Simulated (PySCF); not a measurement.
Output of ΔSCF core-hole calculations on `[BH3-][P@@H+](C)[C@@H](C)CC`.

Level of theory: delta-SCF UKS SCAN, pcX-2 on the ionised atom, pcseg-1 elsewhere, spin-free X2C in PySCF 2.14.0. Atoms in this output count from 0. The cycles run on a coarse integration grid; for E(ground) and E(ion) the exchange–correlation energy is redone on a finer one, so they differ from the last cycle, and only they enter the binding energy.

Atom n of the output is atom n + 1 of `[BH3-:1][P@@H+:2]([CH3:3])[C@@H:4]([CH3:5])[CH2:6][CH3:7]`.

```
ground state, core basis on atom 1 (P), 224 functions
  cycle   1  E = -567.15174068  |g| = 3.39e-01
  cycle   2  E = -567.15171985  |g| = 2.71e-02
  cycle   3  E = -567.15153220  |g| = 3.61e-02
  cycle   4  E = -567.15191245  |g| = 3.79e-03
  cycle   5  E = -567.15191195  |g| = 1.75e-03
  cycle   6  E = -567.15191152  |g| = 1.52e-04
  E(ground) = -567.15693855 Eh
hole in P 2p of atom 1
  cycle   1  E = -561.69678385  |g| = 1.40e+00
  cycle   2  E = -560.94444507  |g| = 1.67e+00
  cycle   3  E = -561.97682528  |g| = 4.24e-01
  cycle   4  E = -562.08764518  |g| = 1.25e-01
  cycle   5  E = -562.09439349  |g| = 6.29e-02
  cycle   6  E = -562.09640756  |g| = 1.38e-02
  cycle   7  E = -562.09648039  |g| = 7.73e-03
  cycle   8  E = -562.09651367  |g| = 1.65e-03
  cycle   9  E = -562.09651590  |g| = 9.15e-04
  cycle  10  E = -562.09651663  |g| = 3.85e-04
  E(ion) = -562.11192578 Eh   <S^2> = 0.7537   hole on atom = 1.002
```

Problem. What energy does this spin-free P 2p hole on atom 1 cost, and which doublet follows from it?

Solution. (-562.111926 − (-567.156939)) Eh × 27.2114 eV/Eh = 137.28 eV. With the spin–orbit matrix of the shell the program then gives 2p3/2 = 137.07 eV and 2p1/2 = 137.96 eV; their weighted mean, 137.36 eV, differs from that hole by +0.08 eV, as the three ground-state 2p orbitals of the atom aren't degenerate.

One conformer (not necessarily the lowest) at the PBE0-D3(BJ)/def2-SVP geometry, without solvent, vibrations or thermal averaging.

Hardware: one thread of an Arm Neoverse V2, shared host with 96 logical CPUs at a one-minute load of 53.

Shape of the structure used: `[BH3-:1][P@@H+:2]([CH3:3])[C@@H:4]([CH3:5])[CH2:6][CH3:7]`: B1–P2–C4–C5 173°, P2–C4–C6–C7 169°.
Labels such as C1 count atoms from 1, the log's own numbers from 0.
